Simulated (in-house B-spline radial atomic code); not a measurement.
Configurations of Sb⁶⁺, with energies counted from [Kr] 4d9. Computed with a radial B-spline atomic code at the basis-set limit: scalar-relativistic (X2C) r2SCAN0, spin-polarised, spherical fractional occupations, exact exchange averaged over the configuration, Fermi nucleus of rms radius 4.6802 fm. Shells without spins written out take the highest spin.

Occupations are held fixed; configurations that lie above the ionisation limit could autoionise.

```tsv
configuration	E - E(ref) (eV)	highest orbital	its <r> (bohr)
[Kr] 4d8 5d1	68.269	5d up	2.421
[Kr] 4d8 5f1	86.553	5f up	3.35
[Ar] 3d10 4s2 4p5 4d9 5p1	123.51	5p up	1.964
[Ar] 3d9 4s2 4p6 4d10	501.27	4d down	0.9489
```

Question: Order these further configurations by energy, lowest first.
A. [Ar] 3d10 4s2 4p5 4d10
B. [Ar] 3d10 4s2 4p5 4d9 5f1
C. [Ar] 3d10 4s2 4p5 4d9 5d1
D. [Kr] 4d8 5p1
E. [Kr] 4d8 4f1

Answer: D (49.471 eV), E (66.247 eV), A (73.594 eV), C (142.35 eV), B (160.61 eV).
